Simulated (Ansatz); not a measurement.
Br₂Cl₂Zr (`[Cl][Zr]([Cl])([Br])[Br]`). The species carries charge 0 and has multiplicity 1. Zr takes the def2 core potential. The geometry is a stationary point of PBE0-D4/def2-TZVP.

```xyz
5

Cl    1.909   -0.815   -1.066
Zr    0.022    0.019   -0.019
Cl   -0.141    2.289   -0.428
Br   -1.982   -1.123   -0.901
Br    0.192   -0.370    2.414
```

Question: What is the dipole moment at PBE/def2-TZVPP? (Estimate.)

Answer: Computed: 0.12 D, with components (-0.07, -0.06, 0.06) D in this frame, pointing from negative to positive charge.

Question: And with r2SCAN, B3LYP, ωB97M-V? (An estimate is asked.)

Answer: The calculation gave: r2SCAN 0.09 D, B3LYP 0.10 D, ωB97M-V 0.01 D.

Question: Give the Mulliken charges with PBE, B3LYP, ωB97M-V in def2-TZVPP. (Estimate.)

Answer: The calculation gave: 
| atom | PBE | B3LYP | ωB97M-V |
| --- | --- | --- | --- |
| Cl1 | -0.22 | -0.24 | -0.20 |
| Zr2 | 0.80 | 0.90 | 0.75 |
| Cl3 | -0.22 | -0.24 | -0.20 |
| Br4 | -0.18 | -0.21 | -0.17 |
| Br5 | -0.18 | -0.21 | -0.17 |

B3LYP here is the variant with VWN-RPA as its local correlation; programs differ in this.
